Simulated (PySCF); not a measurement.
CdS, singlet, geometry from GFN2-xTB (such geometries of metal compounds can be far from the true shape) (core potentials on Cd); BLYP/def2-SVP, TDA (PySCF).

The PySCF input:
```python
from pyscf import gto, scf, dft, tdscf

mol = gto.M(
    atom='''
Cd   -0.000000   -0.000000   -0.559200
S     0.000000    0.000000    1.677600
''',
    basis='def2-svp',
    ecp={'Cd': 'def2-svp'},
    charge=0,
    spin=0,
    verbose=4,
)

mf = dft.RKS(mol)
mf.xc = 'blyp'
mf.kernel()
td = mf.TDA()
td.nstates = 5
td.kernel()
td.analyze(verbose=3)
```

The log (banner, timings and long lists left out):

```
PySCF version 2.14.0

[INPUT] verbose = 4
[INPUT] num. atoms = 2
[INPUT] num. electrons = 36
[INPUT] charge = 0
[INPUT] spin (= nelec alpha-beta = 2S) = 0
[INPUT] symmetry False subgroup None
[INPUT] Mole.unit = angstrom
[INPUT] Symbol           X                Y                Z      unit          X                Y                Z       unit  Magmom
[INPUT]  1 Cd     0.000000000000   0.000000000000  -0.559200000000 AA    0.000000000000   0.000000000000  -1.056734848857 Bohr   0.0
[INPUT]  2 S      0.000000000000   0.000000000000   1.677600000000 AA    0.000000000000   0.000000000000   3.170204546570 Bohr   0.0

nuclear repulsion = 75.7048942660944
number of shells = 19
number of NR pGTOs = 93
number of NR cGTOs = 49
basis = def2-svp
ecp = {'Cd': 'def2-svp'}

******** <class 'pyscf.dft.rks.RKS'> ********
method = RKS
initial guess = minao
damping factor = 0
level_shift factor = 0
DIIS = <class 'pyscf.scf.diis.CDIIS'>
diis_start_cycle = 1
diis_space = 8
diis_damp = 0
SCF conv_tol = 1e-09
SCF conv_tol_grad = None
SCF max_cycles = 50
direct_scf = True
direct_scf_tol = 1e-13
XC library pyscf.dft.libxc version 7.1.2
    S. Lehtola, C. Steigemann, M. J. T. Oliveira, and M. A. L. Marques,  SoftwareX 7, 1–5 (2018)
XC functionals = blyp
    A. D. Becke,  Phys. Rev. A 38, 3098 (1988)
    C. Lee, W. Yang, and R. G. Parr,  Phys. Rev. B 37, 785 (1988)
    B. Miehlich, A. Savin, H. Stoll, and H. Preuss,  Chem. Phys. Lett. 157, 200 (1989)
radial grids:
    Treutler-Ahlrichs [JCP 102, 346 (1995); DOI:10.1063/1.469408] (M4) radial grids

becke partition: Becke, JCP 88, 2547 (1988); DOI:10.1063/1.454033
pruning grids: <function nwchem_prune>
grids dens level: 3
symmetrized grids: False
atomic radii adjust function: <function treutler_atomic_radii_adjust>
small_rho_cutoff = 0
Set gradient conv threshold to 3.16228e-05
Initial guess from minao.
tot grids = 41272
init E= -551.941784784456

WARN: HOMO -0.637952346846513 == LUMO -0.637952346846455

cycle= 1 E= -563.963312675558  delta_E=  -12  |g|= 2.26  |ddm|= 5.11
  HOMO = 0.165248733601113  LUMO = 0.206267919174626  gap/eV = 1.11619
cycle= 2 E= -535.175089963014  delta_E= 28.8  |g|=  7.5  |ddm|= 13.3
  HOMO = -0.339807638007169  LUMO = -0.173023089013483  gap/eV = 4.53844
cycle= 3 E= -565.379576339432  delta_E= -30.2  |g|= 0.846  |ddm|= 12.4
  HOMO = -0.0910842701348576  LUMO = -0.066950679628961  gap/eV = 0.65671
cycle= 4 E= -562.9255643457  delta_E= 2.45  |g|= 2.25  |ddm|= 3.78
  HOMO = -0.187798172429469  LUMO = -0.153731309745435  gap/eV = 0.92701
cycle= 5 E= -565.711990208784  delta_E= -2.79  |g|= 0.17  |ddm|= 2.96
  HOMO = -0.191686437194053  LUMO = -0.173202051677044  gap/eV = 0.50299
cycle= 6 E= -565.71174677691  delta_E= 0.000243  |g|= 0.136  |ddm|= 0.287
  HOMO = -0.187930804630019  LUMO = -0.173852351575622  gap/eV = 0.38309
cycle= 7 E= -565.718890114825  delta_E= -0.00714  |g|= 0.0462  |ddm|= 0.183
  HOMO = -0.186949835368998  LUMO = -0.173607670810602  gap/eV = 0.36306
cycle= 8 E= -565.719001484865  delta_E= -0.000111  |g|= 0.0324  |ddm|= 0.0392
  HOMO = -0.185521535629455  LUMO = -0.17322923982404  gap/eV = 0.33449
cycle= 9 E= -565.71944932641  delta_E= -0.000448  |g|= 0.00682  |ddm|= 0.0448
  HOMO = -0.184416417467233  LUMO = -0.17252967782806  gap/eV = 0.32345
cycle= 10 E= -565.71946510709  delta_E= -1.58e-05  |g|= 0.00183  |ddm|= 0.0112
  HOMO = -0.184648895609732  LUMO = -0.172662616370889  gap/eV = 0.32616
cycle= 11 E= -565.719466403057  delta_E= -1.3e-06  |g|= 0.000393  |ddm|= 0.00316
  HOMO = -0.184636436324197  LUMO = -0.172670811970525  gap/eV = 0.32560
cycle= 12 E= -565.71946646811  delta_E= -6.51e-08  |g|= 6.06e-05  |ddm|= 0.000566
  HOMO = -0.184630797973977  LUMO = -0.172669074933639  gap/eV = 0.32550
cycle= 13 E= -565.719466469721  delta_E= -1.61e-09  |g|= 5.85e-07  |ddm|= 9.35e-05
  HOMO = -0.18463072323403  LUMO = -0.172668935065975  gap/eV = 0.32550
cycle= 14 E= -565.719466469721  delta_E= -2.27e-13  |g|= 8.52e-08  |ddm|= 1.35e-06
  HOMO = -0.18463075841118  LUMO = -0.172668951650313  gap/eV = 0.32550
Extra cycle  E= -565.719466469721  delta_E= -2.27e-13  |g|= 2.54e-07  |ddm|= 4.13e-07
converged SCF energy = -565.719466469721

******** <class 'pyscf.tdscf.rks.TDA'> for <class 'pyscf.dft.rks.RKS'> ********
nstates = 5 singlet
deg_eia_thresh = 1.000e-03
wfnsym = None
conv_tol = 1e-05
eigh lindep = 1e-12
eigh level_shift = 0
eigh max_cycle = 100

Excitation energies (eV)
[0.59769301 0.59769302 3.70114313 3.89833741 4.01350776]

** Singlet excitation energies and oscillator strengths **
Excited State   1:      0.59769 eV   2074.38 nm  f=0.0022
Excited State   2:      0.59769 eV   2074.38 nm  f=0.0022
Excited State   3:      3.70114 eV    334.99 nm  f=0.0397
Excited State   4:      3.89834 eV    318.04 nm  f=0.0000
Excited State   5:      4.01351 eV    308.92 nm  f=0.0000
```
